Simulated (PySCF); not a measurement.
C₄H₄, SMILES C=C=C=C. Atoms are numbered in the order given.

```xyz
8

C      0.0000     0.0000     1.9575
C      0.0000     0.0000     0.6371
C      0.0000     0.0000    -0.6371
C      0.0000     0.0000    -1.9575
H      0.0000    -0.9353     2.5286
H      0.0000     0.9353     2.5286
H      0.0000    -0.9353    -2.5286
H      0.0000     0.9353    -2.5286
```
Charge 0, spin multiplicity 1.

The structure is a stationary point at B3LYP-D3(BJ)/def2-SVP.

Level of theory: PBE/pcJ-1 run with PySCF.

Isotropic couplings with Fermi-contact, spin-dipole and both spin-orbit terms, one fixed conformer, no vibrational averaging. Isotopes: 13C, 1H.

Computed spin–spin coupling constants:
```
pair   bonds apart  J (Hz)
-----  -----------  ------
C1–C2            1   112.6
C1–H5            1   166.5
C1–H6            1   166.5
C2–C3            1   164.8
C3–C4            1   112.6
C4–H7            1   166.5
C4–H8            1   166.5
C1–C3            2    11.5
C2–C4            2    11.5
C2–H5            2    -2.1
C2–H6            2    -2.1
C3–H7            2    -2.1
C3–H8            2    -2.1
H5–H6            2    -7.9
H7–H8            2    -7.9
C1–C4            3     9.3
C2–H7            3     7.3
C2–H8            3     7.3
C3–H5            3     7.3
C3–H6            3     7.3
C1–H7            4    -4.6
C1–H8            4    -4.6
C4–H5            4    -4.6
C4–H6            4    -4.6
```
